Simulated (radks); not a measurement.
Task: Coherent X-ray form factor from a spherical all-electron density. Method: scalar-relativistic Kohn-Sham, PBEsol, spin-polarised, spherical densities, finite nucleus; Fermi nuclear charge, rms radius of each element as measured or else 0.836 A^(1/3) + 0.57 fm; computed with a radial shooting solver on a logarithmic mesh with Libxc functionals.

sin(theta)/lambda (1/angstrom),f0 (electrons)
0.05,30.666
0.1,29.730
0.15,28.362
0.2,26.759
0.25,25.085
0.3,23.440
0.4,20.384
0.5,17.650
0.6,15.220
0.8,11.352
1,8.824
1.25,7.044
1.5,6.062
2,4.765

The species is in the configuration that NIST lists as its ground one. Which atom or ion scatters so?

Result: The selenium ion Se3+, [Ar] 3d10 4s2 4p1. Extrapolating in s^2 from the first two rows gives f0(0) = 31.0, near the electron count 31; among species with that count, the fall with angle is slower the higher Z, and the table is that of Z = 34; from so few rows the species is fixed only to a neighbour or two.
